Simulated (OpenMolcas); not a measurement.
# Pt4+: moving or changing the point charges

Pt4+ among 4 point charges of -2.5 e arranged as a square (D4h), 2.24 Å from the ion.
```
   2.2400    0.0000    0.0000  -2.50
   0.0000    2.2400    0.0000  -2.50
  -2.2400    0.0000    0.0000  -2.50
   0.0000   -2.2400    0.0000  -2.50
```

```
Program             : OpenMolcas 26.06
Method              : CASSCF
Basis               : ANO-RCC-VDZP [7s6p4d2f]
Scalar Hamiltonian  : DKH2, point nucleus
Active space        : 6 electrons in 5 orbitals (5d)
State averaging     : 2S+1 = 5 even, 5 roots; 2S+1 = 3 even, 45 roots; 2S+1 = 1 even, 50 roots
Spin-orbit coupling : RASSI with atomic mean-field integrals over the reference wave functions
```

Runs around this geometry, states (labels of D4, the rotations of D4h). Energies in cm-1 above the lowest state or level, χT in cm3 K/mol.

```json
{"R (Å)": "2.24", "q (e)": "-2", "Ground state": "5A1", "First state of that spin": "5E 3661", "First gap with spin-orbit (degeneracies)": "553.7 (1, 2)", "χT at 300 K": "3.084", "First state of another spin": "3B2 16642"}
{"R (Å)": "2.14", "q (e)": "-2.5", "Ground state": "5A1", "First state of that spin": "5E 6438", "First gap with spin-orbit (degeneracies)": "968.4 (1, 2)", "χT at 300 K": "1.833", "First state of another spin": "3E 13388"}
{"R (Å)": "2.24", "q (e)": "-2.5", "Ground state": "5A1", "First state of that spin": "5E 5377", "First gap with spin-orbit (degeneracies)": "786.7 (1, 2)", "χT at 300 K": "2.299", "First state of another spin": "3B2 15250"}
{"R (Å)": "2.44", "q (e)": "-2.5", "Ground state": "5A1", "First state of that spin": "5E 3878", "First gap with spin-orbit (degeneracies)": "566.1 (1, 2)", "χT at 300 K": "3.058", "First state of another spin": "3B2 17682"}
```

Taking the first state of the same spin as R^-n, n = -ln(3878 / 6438) / ln(2.44 / 2.14) = 3.9 between the shortest and longest distance.

Scaling the charges by -2 / -2.5 = 0.80 scales the first state of the same spin by 3661 / 5377 = 0.68; with fixed orbitals a first-order splitting would follow the charge.

Without dynamic correlation the repulsion within the d shell is too large (B by tens of per cent), so at a given field states of lower spin stand too high. Point charges give a weaker field than real ligands, and real ions of this kind are as a rule low spin; the high spin found here belongs to the model. Spin-orbit coupling mixes the spin-free states strongly: the lowest level takes only 56 % from its leading state, 5A1 (figures for R = 2.24, q = -2; the like holds for R = 2.14, q = -2.5, R = 2.24, q = -2.5, R = 2.44, q = -2.5). This shell can be high or low spin here, a state of another spin lies low, and with metal d orbitals alone active their balance is uncertain, so the ground spin may be wrong (holds for R = 2.14, q = -2.5). Point charges carry no covalency, so the field is a model and not that of real ligands. A group larger than the point group allows holds several states that coincide in this model. No measured value stands beside these numbers.
